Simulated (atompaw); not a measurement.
## O PAW (atompaw): all-electron and pseudo phase curves

O (Z = 8), PAW, made with atompaw 4.2.0.5 (LDA (PW92), scalar-relativistic). Core [He], reference 2s1.5 2p4.5. Waves: 2s (bound): rc 1.60 bohr; 2s channel at 0.45 Ry: rc 1.60 bohr; 2p (bound): rc 1.60 bohr; 2p channel at 0.85 Ry: rc 1.50 bohr; 3d channel at -0.05 Ry: rc 1.60 bohr; 3d channel at 2.6 Ry: rc 1.60 bohr. Local part: bessel scheme, radius 1.40 bohr. Core correction: smooth core density matched at 1.25 bohr. Augmentation charge: sinc compensation charge, radius 1.60 bohr; PAW radius 1.60 bohr; waves and projectors: custom polynom vanderbiltortho.

The phase is arctan(r·u′/u) with u = r·R(r), unwrapped; energies in Ry, scanned from -4 to 5 Ry. A pole is an energy at which the radial function vanishes at the test radius. The pseudo phase is shifted by a multiple of π to meet the all-electron one at the reference energy, and phase errors are pseudo minus all-electron; the curves can meet again beyond the range given. Levels narrower than the energy grid can be missing from the lists of poles.

| channel | radius (bohr) | reference energy (Ry) | poles, all-electron | poles, pseudo | unbroken range about the reference energy with phases within 0.05 rad | phase error 1 Ry above the reference energy (rad) |
| --- | --- | --- | --- | --- | --- | --- |
| s | 1.61 | -1.76 | -0.41 | -0.41 | the whole range | -0.000 |
| p | 1.61 | -0.69 | 0.55 | 0.55 | below 4.9 | +0.000 |
| d | 1.61 | -0.05 | none | none | the whole range | +0.000 |

Phases in the s channel:

| E (Ry) | all-electron | pseudo |
| --- | --- | --- |
| -4.00 | 1.102 | 1.101 |
| -3.76 | 1.059 | 1.059 |
| -3.52 | 1.002 | 1.002 |
| -3.28 | 0.925 | 0.925 |
| -3.04 | 0.814 | 0.814 |
| -2.80 | 0.644 | 0.644 |
| -2.56 | 0.372 | 0.372 |
| -2.32 | -0.044 | -0.044 |
| -2.08 | -0.527 | -0.527 |
| -1.84 | -0.905 | -0.905 |
| -1.60 | -1.147 | -1.147 |
| -1.36 | -1.299 | -1.300 |
| -1.12 | -1.402 | -1.402 |
| -0.88 | -1.475 | -1.475 |
| -0.64 | -1.530 | -1.530 |
| -0.40 | -1.573 | -1.573 |
| -0.16 | -1.609 | -1.609 |
| 0.08 | -1.640 | -1.640 |
| 0.32 | -1.667 | -1.667 |
| 0.56 | -1.691 | -1.691 |
| 0.80 | -1.714 | -1.714 |
| 1.04 | -1.735 | -1.735 |
| 1.28 | -1.756 | -1.756 |
| 1.52 | -1.777 | -1.777 |
| 1.76 | -1.798 | -1.798 |
| 2.00 | -1.819 | -1.819 |
| 2.24 | -1.842 | -1.842 |
| 2.48 | -1.865 | -1.865 |
| 2.72 | -1.891 | -1.891 |
| 2.96 | -1.919 | -1.919 |
| 3.20 | -1.950 | -1.950 |
| 3.44 | -1.985 | -1.986 |
| 3.68 | -2.024 | -2.026 |
| 3.92 | -2.070 | -2.073 |
| 4.16 | -2.125 | -2.128 |
| 4.40 | -2.190 | -2.195 |
| 4.64 | -2.268 | -2.276 |
| 4.88 | -2.365 | -2.376 |
